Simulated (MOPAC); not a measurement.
MOPAC input (AM1):

```
AM1 FORCE THERMO(298,298) PRECISE LET GEO-OK AUX(PRECISION=9) THREADS=1
C2HClF2

C     0.53564033 1   -0.57717818 1    0.00748816 1
C    -0.79099995 1   -0.32213209 1    0.07315743 1
F    -1.74646340 1   -1.26009815 1    0.20088170 1
F    -1.41264802 1    0.86588135 1    0.02731211 1
Cl    1.70781525 1    0.61086019 1   -0.15188237 1
H     0.91574850 1   -1.60517516 1    0.05714550 1
```

Output:

```
 *******************************************************************************
 **                                                                           **
 **                              MOPAC v23.2.5                                **
 **                                                                           **
 *******************************************************************************
 ** MOPAC's Digital Object Identifier: https://doi.org/10.5281/zenodo.6511958 **
 **                                                                           **
 ** Please cite the open-source release paper for use of this MOPAC version:  **
 ** J. E. Moussa and J. J. P. Stewart (2026)                                  **
 ** MOPAC: An open-source semiempirical molecular orbital program             **
 ** J. Open Source Softw., 11(119), 8025, https://doi.org/10.21105/joss.08025 **
 *******************************************************************************

                              AM1 CALCULATION RESULTS

 *******************************************************************************
 *  AM1        - The AM1 Hamiltonian to be used
 *  GEO-OK     - OVERRIDE INTERATOMIC DISTANCE AND OTHER SAFETY CHECKS
 *  LET        - OVERRIDE SOME SAFETY CHECKS
 *  PRECISE    - TIGHTER CRITERIA TO BE USED
 *  FORCE      - FORCE CALCULATION SPECIFIED
 *  AUX        - OUTPUT AUXILIARY INFORMATION
 *  THERMO     - THERMODYNAMIC QUANTITIES TO BE CALCULATED
 *******************************************************************************
AM1 FORCE THERMO(298,298) PRECISE LET GEO-OK AUX(PRECISION=9) THREADS=1
 C2HClF2

   ATOM   CHEMICAL          X               Y               Z
  NUMBER   SYMBOL      (ANGSTROMS)     (ANGSTROMS)     (ANGSTROMS)

     1       C          0.53564033  *  -0.57717818  *   0.00748816  *
     2       C         -0.79099995  *  -0.32213209  *   0.07315743  *
     3       F         -1.74646340  *  -1.26009815  *   0.20088170  *
     4       F         -1.41264802  *   0.86588135  *   0.02731211  *
     5      Cl          1.70781525  *   0.61086019  *  -0.15188237  *
     6       H          0.91574850  *  -1.60517516  *   0.05714550  *

          CARTESIAN COORDINATES

    NO.       ATOM           X           Y           Z

     1         C          0.5356     -0.5772      0.0075
     2         C         -0.7910     -0.3221      0.0732
     3         F         -1.7465     -1.2601      0.2009
     4         F         -1.4126      0.8659      0.0273
     5        Cl          1.7078      0.6109     -0.1519
     6         H          0.9157     -1.6052      0.0571

  H: (AM1): M.J.S. DEWAR ET AL, J. AM. CHEM. SOC. 107 3902-3909 (1985)
  C: (AM1): M.J.S. DEWAR ET AL, J. AM. CHEM. SOC. 107 3902-3909 (1985)
  F: (AM1): M.J.S. DEWAR AND E. G. ZOEBISCH, THEOCHEM, 180, 1 (1988).
 Cl: (AM1): M.J.S. DEWAR AND E. G. ZOEBISCH, THEOCHEM, 180, 1 (1988).

           Empirical Formula: C2 H F2 Cl  =     6 atoms

      MOLECULAR POINT GROUP   :   Cs

      RHF CALCULATION, NO. OF DOUBLY OCCUPIED LEVELS = 15

          HEAT OF FORMATION =     -91.184595 KCALS/MOLE
[...]
 TRAVEL (Ang.)       0.1132         C 1 -- H 6         +17.7% ( 71.2%)     90.3%
 REDUCED MASS        5.7796         F 3 -- F 4          +5.5% ( 39.8%)     68.5%
 EFFECTIVE MASS     17.7623
 FORCE CONSTANT      2.8188

 VIBRATION          8    5A'         ATOM PAIR     ENERGY CONTRIBUTION    RADIAL
 FREQUENCY          1143.07         C 1 -- H 6         +49.6% ( 85.4%)      4.9%
 TRANSITION DIPOLE   0.4983         C 2 -- F 4         +15.2% ( 47.3%)     98.8%
 TRAVEL (Ang.)       0.2162         F 3 -- F 4         +12.4% ( 42.7%)     93.7%
 REDUCED MASS        1.2619         C 1 -- Cl5         +10.9% ( 40.1%)     67.6%
 EFFECTIVE MASS      7.2485
 FORCE CONSTANT      0.9714

 VIBRATION          9    6A'         ATOM PAIR     ENERGY CONTRIBUTION    RADIAL
 FREQUENCY          1282.02         C 1 -- H 6         +34.8% ( 85.7%)      0.0%
 TRANSITION DIPOLE   1.2255         C 1 -- Cl5         +20.7% ( 66.1%)     77.6%
 TRAVEL (Ang.)       0.1419         C 2 -- F 3         +14.6% ( 55.5%)     88.8%
 REDUCED MASS        2.6118         C 1 -- C 2         +14.0% ( 54.5%)     64.1%
 EFFECTIVE MASS     10.5127
 FORCE CONSTANT      2.5292

 VIBRATION         10    7A'         ATOM PAIR     ENERGY CONTRIBUTION    RADIAL
 FREQUENCY          1560.97         C 2 -- F 3         +35.9% ( 86.3%)     83.9%
 TRANSITION DIPOLE   2.2984         C 2 -- F 4         +34.3% ( 84.4%)     77.9%
 TRAVEL (Ang.)       0.0817         C 1 -- C 2         +24.3% ( 71.0%)      0.2%
 REDUCED MASS        6.4796         F 3 -- F 4          +4.5% ( 30.5%)      0.2%
 EFFECTIVE MASS     13.4563
 FORCE CONSTANT      9.3022

 VIBRATION         11    8A'         ATOM PAIR     ENERGY CONTRIBUTION    RADIAL
 FREQUENCY          1884.16         C 1 -- C 2         +41.1% ( 95.7%)    100.0%
 TRANSITION DIPOLE   2.3896         C 2 -- F 4         +22.2% ( 70.3%)     55.3%
 TRAVEL (Ang.)       0.0770         C 2 -- F 3         +21.3% ( 69.0%)     42.1%
 REDUCED MASS        6.0293         C 1 -- Cl5          +7.7% ( 41.4%)     42.2%
 EFFECTIVE MASS     12.3353
 FORCE CONSTANT     12.6111

 VIBRATION         12    9A'         ATOM PAIR     ENERGY CONTRIBUTION    RADIAL
 FREQUENCY          3174.42         C 1 -- H 6         +97.9% (100.0%)     99.9%
 TRANSITION DIPOLE   0.7775         C 1 -- Cl5          +1.0% ( 10.3%)     13.5%
 TRAVEL (Ang.)       0.1511         C 1 -- C 2          +1.0% ( 10.2%)     32.4%
 REDUCED MASS        0.9299
 EFFECTIVE MASS      1.4317
 FORCE CONSTANT      5.5209

      SYMMETRY NUMBER FOR POINT-GROUP Cs  =  1

          SYSTEM IS A GROUND STATE

 C2HClF2

          MOLECULE IS NOT LINEAR

          THERE ARE 12 GENUINE VIBRATIONS IN THIS SYSTEM
          THIS THERMODYNAMICS CALCULATION IS LIMITED TO
          MOLECULES WHICH HAVE NO INTERNAL ROTATIONS

                    CALCULATED THERMODYNAMIC PROPERTIES
                                          *
   TEMP. (K)   PARTITION FUNCTION   H.O.F.    ENTHALPY  HEAT CAPACITY ENTROPY
                                   KCAL/MOL   CAL/MOLE    CAL/K/MOL  CAL/K/MOL

 298.00  VIB.     0.3210D+01                  1170.5714     8.8129     6.2456
         ROT.     0.1339D+06                   888.2803     2.9808    26.4390
         INT.     0.4297D+06                  2058.8517    11.7937    32.6846
         TRA.     0.9448D+27                  1480.4672     4.9680    39.6701
         TOT.                      -91.185    3539.3189    16.7617    72.3547

   *: NOTE: HEATS OF FORMATION ARE RELATIVE TO THE
            ELEMENTS IN THEIR STANDARD STATE AT 298K
              (=  Standard Enthalpy of Formation).

            Hvib:  Zero-point energy is not included.
                   frequencies of less than zero cm-1 are not included.
            Hrot = (3/2)RT
            Htra = (3/2)RT + pV = (5/2)RT

            Heat capacity is Cp, not Cv

          For more information, see: HTTP://OpenMOPAC.net/Manual/thermochemistry.html

           FORCE CONSTANT IN CARTESIAN COORDINATES (Millidynes/A)

    ATOM   CHEMICAL       X               Y               Z
   NUMBER   SYMBOL  FORCE CONSTANT  FORCE CONSTANT  FORCE CONSTANT

      1       C       14.014840        8.255852        1.458027
      2       C       17.199734       12.281815        1.805684
      3       F        4.201476        7.142652        0.270619
      4       F        4.729390        6.659099        0.271919
      5      Cl        2.183598        3.683355        0.165674
      6       H        2.157410        4.237647        0.318629

 **********************
 *                    *
 * JOB ENDED NORMALLY *
 *                    *
 **********************

 == MOPAC DONE ==
```
